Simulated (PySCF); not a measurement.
C3H4FNSi.

```xyz
10

F      1.9812     0.1665    -0.6611
Si     0.7603    -0.1431     0.3622
C     -0.4669     1.2669     0.5172
C     -1.6282     0.7409     0.0897
C     -1.5197    -0.6982    -0.3732
N     -0.3923    -1.2952    -0.3354
H      1.3558    -0.6343     1.6252
H     -0.3795     2.2920     0.8839
H     -2.5894     1.2663     0.0564
H     -2.4267    -1.2108    -0.7404
```
Charge 0, spin multiplicity 1.

Geometry: ωB97X-D3(BJ)/def2-SVP. The structure was generated by enumeration; whether it is a known compound was not checked.

These are PBE0/pcSseg-1 (PySCF) values and carry that method's errors. Non-relativistic, no solvent.

Computed absolute GIAO shielding of each atom: isotropic value and principal components (ppm):
```tsv
atom	σ(iso)	σ11	σ22	σ33	span
F1	365.4	325.4	371.7	399.1	73.7
Si2	343.3	270.1	361.1	398.5	128.4
C3	37.5	-83.0	11.8	183.8	266.8
C4	29.0	-101.5	54.2	134.2	235.8
C5	0.1	-108.8	2.4	106.7	215.5
N6	-106.5	-441.0	-156.0	277.5	718.5
H7	26.0	23.1	23.6	31.1	8.0
H8	24.5	21.4	25.9	26.1	4.7
H9	24.2	20.7	24.0	27.9	7.2
H10	22.6	21.3	22.5	24.0	2.7
```
